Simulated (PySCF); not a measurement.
A structure optimised at TPSSh-D3(BJ)/def2-SVP, used in a PySCF frequency run:

```xyz
13

C      2.3323    -0.7302    -0.0965
Si     0.7458    -0.0475     0.6635
C     -0.0478     1.4637    -0.2634
O     -1.3144     0.8932    -0.6958
Si    -1.3493    -0.7091    -0.1239
H      2.5990    -1.6992     0.3558
H      3.1750    -0.0378     0.0660
H      2.2109    -0.8798    -1.1809
H      0.9301     0.1751     2.1276
H     -0.2382     2.3473     0.3709
H      0.5221     1.8051    -1.1464
H     -2.4850    -0.9595     0.8090
H     -1.4581    -1.7048    -1.2298
```
Charge 0, spin multiplicity 1.

**Question.** Write its SMILES and formula.

**Answer.** C[Si@H]1CO[SiH2]1, C₂H₈OSi₂

**Question.** What are its rotational constants (standard atomic weights)?

**Answer.** 5.1132, 2.2646, 1.8486 GHz
